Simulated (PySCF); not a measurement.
# How methods differ on the excitation energy of I²⁺

I²⁺ [Kr] 4d10 5s2 5p3 (4S) → I²⁺ [Kr] 4d10 5s2 5p2 6s1 (4P), as a difference of total energies. All numbers are calculated (PySCF 2.14, the spin-free X2C one-electron Hamiltonian (Gaussian nucleus), in x2c-TZVPPall with one added diffuse shell each of s, p, d, f type (9s7p5d3f, 76 functions)). Correlated levels: valence: [Kr] 4d10 frozen. The calculations carry no spin-orbit coupling.

```
           method  excitation energy (eV)
              UHF                  15.209
    MP2 (valence)                  15.159
SCS-MP2 (valence)                  15.149
   CCSD (valence)                  15.120
CCSD(T) (valence)                  15.103
```

**Question.** How much does correlation contribute at CCSD(T) (valence)?

**Answer.** 15.103 − (15.209) = -0.106 eV, measured against UHF.

The promoted electron is Rydberg-like, and one or two diffuse shells describe it only roughly, which tends to raise the upper state.

The coupled-cluster amplitudes are large for the upper state (T1 above 0.03 or a double amplitude above 0.15), so a single reference is strained.
